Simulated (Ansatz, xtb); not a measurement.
C6H9N: which of two isomers lies lower

Structure X is `C#C[C@@H]1CC[C@@H]1N`, a singlet and structure Y is `C#C[C@@H]1CC[C@H]1N`, a singlet. Both are isolated molecules in the gas phase, relaxed with B3LYP-D3(BJ)/def2-SVP; the shapes shown needn't be the lowest conformers.

X (Å):

```csv
atom,x (Å),y (Å),z (Å)
C,-3.0396,-0.0063,-0.9625
C,-1.9814,-0.5943,-0.8788
C,-0.6797,-1.2299,-0.7807
C,-0.1825,-1.4811,0.6771
C,0.6360,-0.1712,0.6110
C,0.5252,-0.1921,-0.9283
N,0.3831,1.0660,-1.5977
H,-3.9899,0.4873,-1.0340
H,-0.6355,-2.0981,-1.4588
H,-0.9600,-1.5548,1.4495
H,0.4557,-2.3757,0.7255
H,0.0709,0.6794,1.0235
H,1.6470,-0.1631,1.0448
H,1.3786,-0.7342,-1.3665
H,-0.4850,1.5230,-1.3141
H,0.3314,0.9434,-2.6090
```

Y (Å):

```tsv
atom	x (Å)	y (Å)	z (Å)
C	-3.3743	0.4632	-0.6080
C	-2.2969	-0.0900	-0.6712
C	-0.9948	-0.7310	-0.7242
C	-0.4872	-1.5748	0.4838
C	0.9300	-1.0117	0.2227
C	0.2901	0.1406	-0.5839
N	0.9327	0.5162	-1.8250
H	-4.3309	0.9469	-0.5558
H	-0.8956	-1.3153	-1.6543
H	-0.9160	-1.2115	1.4289
H	-0.6318	-2.6625	0.4209
H	1.5084	-1.6604	-0.4526
H	1.5482	-0.7458	1.0926
H	0.0623	0.9875	0.0959
H	1.8258	0.9729	-1.6318
H	0.3632	1.2103	-2.3131
```

Energies in hartree; the thermal terms are from GFN2-xTB frequencies at re-optimised GFN2-xTB minima (ideal gas, soft modes damped towards free rotors, one conformer each, 298.15 K, 1 atm) and include the zero-point energy:

|  | X | Y |
| --- | --- | --- |
| E, CCSD(T)/def2-SVP | −287.662740 | −287.661766 |
| E, MP2/def2-SVP | −287.564421 | −287.563033 |
| E, MP2/def2-TZVPP | −288.096529 | −288.094637 |
| zero-point energy | 0.134541 | 0.134276 |
| H(298 K) − E | 0.142972 | 0.142750 |
| G(298 K) − E | 0.103086 | 0.102776 |

Problem. Correct the CCSD(T) difference for the basis set by the MP2 change, then work out ΔE, ΔE₀, ΔH and ΔG for X → Y in kJ/mol (1 Eh = 2625.50 kJ/mol) and the equilibrium ratio [Y]/[X].

Solution. 1. Differences Y − X: CCSD(T) +0.000974, MP2 in the small set +0.001388, MP2 in the large set +0.001892 Eh.
2. ΔE = +0.000974 + (+0.001892 − (+0.001388)) = +0.001478 Eh = +3.88 kJ/mol.
3. ΔE₀ = ΔE + ΔZPE = +0.001478 + (−0.000265) Eh = +3.18 kJ/mol.
4. ΔH = ΔE + (−0.000222) Eh = +3.30 kJ/mol.
5. ΔG = ΔE + (−0.000310) Eh = +3.07 kJ/mol, so ΔS = (ΔH − ΔG)/T = +0.8 J/(mol K).
6. kT = 0.9442 mEh, so K = [Y]/[X] = exp(−ΔG/kT) = exp(−1.24) ≈ 0.29.

The two are too close for this level to say which is favoured. An error of 4 kJ/mol in ΔG would change K by a factor of 5. Mirror images and further conformers aren't counted.

As drawn, both hold the same kinds of bond in the same numbers.

Other levels gave ΔE = +3.9 (GFN2-xTB); +1.7 (HF/STO-3G, GFN2-xTB geometries); +7.5 (r2SCAN-D4/def2-SVP, GFN2-xTB geometries); +5.8 (B3LYP-D3(BJ)/def2-SVP); −0.6 (HF/def2-SVP); +3.6 (MP2/def2-SVP); +2.6 (CCSD(T)/def2-SVP) kJ/mol. The correlated steps freeze 7 core orbitals. Programs: Ansatz 0.2.0, xtb 6.7.1.
